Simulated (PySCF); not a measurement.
# Computed properties of Be(F)(SMe) (CH3BeFS), SMILES C[S][Be][F]

Be(F)(SMe) (CH₃BeFS), SMILES [F][Be][S]C. Geometry: B3LYP-D3(BJ)/def2-SVP. The values are those of a single conformer. All values are computed for the isolated molecule unless a solvent is named; none is compared with measurement here.

**Structure.** The optimised structure has Cs symmetry. All 15 harmonic modes at B3LYP-D3(BJ)/def2-SVP (PySCF) are real, so it is a minimum. With heavy atoms numbered as in [Be:1]([F:2])[S:3][CH3:4], the shortest bond between them is Be1–F2 at 1.392 Å and the longest Be1–S3 at 1.896 Å.

**Vibrations.** The strongest infrared lines (harmonic, unscaled, degenerate partners summed) lie at 1397 cm⁻¹ (258 km/mol, Be 75 %, F 19 %), 287 cm⁻¹ (57 km/mol, Be 83 %, F 12 %), 362 cm⁻¹ (54 km/mol, Be 79 %, F 9 %). The softest mode is at 74 cm⁻¹ and the zero-point energy is 27.1 kcal/mol.

**Electronic structure.** CAM-B3LYP/def2-TZVPD (PySCF) places the frontier levels at -8.58 and 0.00 eV, a gap of 8.58 eV, and gives a dipole moment of 1.83 D and a mean polarisability of 48.6 bohr³.

**Excitations.** TDDFT-PBE0/def2-SVPD (PySCF) has S1 at 5.05 eV (246 nm, f = 0.000, dark); the most intense of the 10 singlets computed lies at 7.27 eV (f = 0.11). T1 (TDA) is at 4.68 eV. No vertical singlet excitation falls in the visible range (under 3.1 eV).

**NMR.** GIAO shifts at B3LYP/pcSseg-2 (PySCF) (non-relativistic, atoms alike by connectivity averaged): ¹³C at 12.5 ppm against TMS; ¹H at 2.5 ppm against TMS; ¹⁹F at -168.8 ppm against CFCl3.
